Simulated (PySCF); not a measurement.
First SCF of a structure search on doublet BiSe₂, at a hand-made bent geometry. PySCF input:

```python
from pyscf import gto, scf, dft
mol = gto.M(atom='''
Bi     0.000000     0.000000     0.000000
Se     2.031500     0.000000     1.422500
Se    -2.031500     0.000000     1.422500''',
    basis={'Bi': 'def2-SVP', 'Se': 'def2-SVP'},
    ecp={'Bi': 'def2-SVP'},
    charge=0, spin=1)
mf = dft.UKS(mol, xc='PBE0')
mf.grids.atom_grid = (50, 194)
aux = {'Bi': 'def2-universal-JKFIT', 'Se': 'def2-universal-JKFIT'}
mf = mf.density_fit(auxbasis=aux)
mf.conv_tol = 1e-08
mf.diis_space = 10
mf.max_cycle = 60
mf.init_guess = 'minao'
mf.verbose = 4
mf.kernel()
```

Excerpt of the output (cycles alone):

```
init E= -4988.40461771967
cycle= 1 E= -5014.3041131717  delta_E= -25.9  |g|= 1.79  |ddm|= 9.44
cycle= 2 E= -5011.23545485913  delta_E= 3.07  |g|=  3.1  |ddm|= 6.68
cycle= 3 E= -5016.28127937399  delta_E= -5.05  |g|= 0.596  |ddm|= 4.05
cycle= 4 E= -5016.55273892898  delta_E= -0.271  |g|= 0.253  |ddm|=  1.4
cycle= 5 E= -5016.60781937548  delta_E= -0.0551  |g|= 0.0728  |ddm|= 0.486
cycle= 6 E= -5016.61144704097  delta_E= -0.00363  |g|= 0.0176  |ddm|= 0.121
cycle= 7 E= -5016.61179254149  delta_E= -0.000346  |g|= 0.00794  |ddm|= 0.0478
cycle= 8 E= -5016.61193663838  delta_E= -0.000144  |g|= 0.00189  |ddm|= 0.0346
cycle= 9 E= -5016.61194938552  delta_E= -1.27e-05  |g|= 0.000718  |ddm|= 0.0105
cycle= 10 E= -5016.61195182315  delta_E= -2.44e-06  |g|= 0.000259  |ddm|= 0.00453
cycle= 11 E= -5016.61195231279  delta_E= -4.9e-07  |g|= 9.24e-05  |ddm|= 0.00229
cycle= 12 E= -5016.61195238019  delta_E= -6.74e-08  |g|= 3.15e-05  |ddm|= 0.00085
cycle= 13 E= -5016.61195238842  delta_E= -8.23e-09  |g|= 1.32e-05  |ddm|= 0.000351
Extra cycle  E= -5016.61195238842  delta_E= 3.64e-12  |g|= 1.94e-05  |ddm|= 5.96e-05
converged SCF energy = -5016.61195238842  <S^2> = 0.76671357  2S+1 = 2.0166443
```

This is not the lowest solution: a stability analysis within the same unrestricted form found one 5.3 kJ/mol lower, at -5016.61399 Eh.

Spin–orbit coupling, left out here, can matter for elements this heavy.

The search for the lowest solution, with the stability check, took 12 s on 2 threads of a shared Intel Xeon Platinum 8375C @ 2.90GHz (Ice Lake) host, with 90 basis functions; the process peaked at 0.33 GiB. Launch command: `OMP_NUM_THREADS=2 python axn.py task.json out`.
